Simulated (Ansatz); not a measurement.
`[F][GeH]([F])[GeH3]` + CH₃OH → `C[O][GeH]([F])[F]` + GeH₄ at 600 K and 1 bar (cleavage of the Ge–Ge bond).

Isolated molecules relaxed with PBE0-D4/def2-TZVP in Ansatz; ΔE leaves out vibrations. CCSD(T)/CBS adds triple-zeta CCSD(T) − MP2 to the extrapolated MP2 energy (def2 sets, frozen cores). This one scheme is used for every species. For Ge outer-core shells are correlated without core-valence functions, which leaves a few kJ/mol of doubt a bond. Scalar relativity is left out up to krypton. One conformer a species, not always the lowest.

```json
{"species": "`[F][GeH]([F])[GeH3]`", "CCSD(T)/CBS energy (Eh)": "-4354.28742", "H − E (kJ/mol)": "153.2", "S (J/(mol·K))": "447.1"}
{"species": "CH₃OH", "CCSD(T)/CBS energy (Eh)": "-115.61712", "H − E (kJ/mol)": "163.6", "S (J/(mol·K))": "277.3"}
{"species": "`C[O][GeH]([F])[F]`", "CCSD(T)/CBS energy (Eh)": "-2391.41847", "H − E (kJ/mol)": "202.4", "S (J/(mol·K))": "438.0"}
{"species": "GeH₄", "CCSD(T)/CBS energy (Eh)": "-2078.49493", "H − E (kJ/mol)": "105.8", "S (J/(mol·K))": "256.4"}
```

H − E and S are ideal-gas, rigid-rotor, harmonic terms from PBE0-D4/def2-TZVP, for one conformer and one mirror image of each species. 1 Eh = 2625.50 kJ/mol, R = 8.31446 J/(mol·K).

Problem. By hand: ΔE, ΔH, ΔS and ΔG.

Solution. ΔE = (-2391.41847) + (-2078.49493) − (-4354.28742) − (-115.61712) = -0.00886 Eh = -23.3 kJ/mol. Δ(H − E) = 202.4 + 105.8 − 153.2 − 163.6 = -8.6, so ΔH = -31.9 kJ/mol. ΔS = 438.0 + 256.4 − 447.1 − 277.3 = -30.0 J/(mol·K). ΔG = -31.9 − 600 × (-30.0)/1000 = -13.9 kJ/mol.

Problem. By hand: the equilibrium constant, and the temperature at which ΔG would vanish if ΔH and ΔS stayed fixed.

Solution. log₁₀ K = −ΔG/(RT ln 10) = 1.2. ΔG = 0 at ΔH/ΔS = 1063 K.

TΔS isn't small against ΔH here. A doubt of 5 kJ/mol in ΔE shifts log₁₀ K by 0.4 here. Other conformers and mirror images would add mixing entropy, several J/(mol·K) or more a flexible species. These are equilibria of isolated gas molecules and say nothing of rates. Largest T1 diagnostic: 0.012 (customary marks: 0.02 for closed shells, 0.045 for open ones).
